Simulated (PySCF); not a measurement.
AlGe2H7, SMILES [GeH3][AlH][GeH3]. Atoms are numbered in the order given.

```xyz
10

Al     0.9037    -0.1783    -0.4559
Ge    -0.3763    -2.0596     0.5081
H      0.1954    -3.4563     0.2027
H     -0.4404    -1.9344     2.0452
H     -1.8419    -2.0562     0.0294
Ge     0.0177     2.1265    -0.3302
H      0.0154     2.8227    -1.7063
H     -1.4184     2.2158     0.2179
H      0.8940     3.0062     0.5860
H      2.3217    -0.4206    -1.1416
```
Charge 0, spin multiplicity 1.

The structure is a stationary point at r2SCAN-D4/def2-SVP. The structure was generated by enumeration; whether it is a known compound was not checked.

Method: IEF-PCM-ωB97X/def2-SVP in PySCF.

The values are the electrostatic part of the solvation free energy, E(continuum) − E(gas) at the gas-phase geometry, in a cavity of scaled van der Waals radii (PySCF's table); cavitation and dispersion terms are not included. A continuum can't describe solvent molecules that bind to the metal. In vacuum the orbital gap is 8.98 eV. The dipole moment in vacuum is 0.46 D.

Computed values in water (ε = 78.36), benzene (ε = 2.27), methanol (ε = 32.61):
```tsv
solvent	ε	ΔG(elec) (kcal/mol)	dipole (D)	gap (eV)
water	78.36	-4.6	0.72	9.39
benzene	2.27	-1.9	0.56	9.14
methanol	32.61	-4.4	0.71	9.37
```
